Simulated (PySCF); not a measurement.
# Correlation energy of Ne³⁺ (neon, charge +3)

[He] 2s2 2p3, high-spin 4S determinant. Calculation: PySCF 2.14, in jorge-DZP-DKH; the spin-free X2C one-electron Hamiltonian (Gaussian nucleus). Frozen: 1s2; 5 electrons correlated.

MP2 pair energies summed by pair of shells (mhartree):

```tsv
pair	energy	share (%)
2s-2p	-45.26	69.4
2p-2p	-12.95	19.9
2s-2s	-6.96	10.7
```

Total MP2 correlation energy: -65.17 mhartree.

Same-spin part -14.22 and opposite-spin part -50.95 mhartree; SCS-MP2 scales them by 1/3 and 6/5 to -65.88 mhartree.

```
  level  correlation energy (mhartree)
   CCSD                         -76.90
    (T)                          -0.21
CCSD(T)                         -77.11
```

Diagnostics: T1 = 0.0018, D1 = 0.0037, largest double amplitude 0.030.

Task: Is a single reference adequate?

Result: Yes: T1 lies below 0.03 and no double amplitude reaches 0.07.
